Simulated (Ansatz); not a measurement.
`C=[C](F)[AlH][OH]`, relaxed with RKS PBE0-D4/def2-TZVP in Ansatz from a PBE-D4/def2-SVP geometry. The force threshold is 0.005 eV/Å; the program also tests the step.

The species carries charge 0 and has multiplicity 1.

Start:

```xyz
9

C    -1.467   -0.422   -0.726
C    -0.144   -0.302   -0.953
F     0.340   -0.603   -2.196
Al    1.169    0.283    0.389
O     0.453    0.622    1.915
H    -1.868   -0.183    0.271
H    -2.164   -0.755   -1.513
H     2.733    0.436    0.121
H     0.947    0.924    2.692
```

Q: How much energy does the relaxation release, and in how many steps? (Estimate.)

A: Ansatz gave: 0.04 eV, in 7 steps.

Q: Which bonds change most? (Best estimate.)

A: The calculation gave: Al4–O5 from 1.720 to 1.694 Å; C1–C2 from 1.348 to 1.327 Å; C1–H7 from 1.103 to 1.086 Å; C1–H6 from 1.100 to 1.083 Å.

Q: Give the relaxed structure. (Estimate.)

A: Computed: 
```xyz
9

C    -1.452   -0.421   -0.724
C    -0.148   -0.298   -0.941
F     0.326   -0.595   -2.182
Al    1.154    0.282    0.395
O     0.455    0.623    1.900
H    -1.845   -0.188    0.258
H    -2.140   -0.748   -1.498
H     2.704    0.427    0.129
H     0.945    0.918    2.665
```
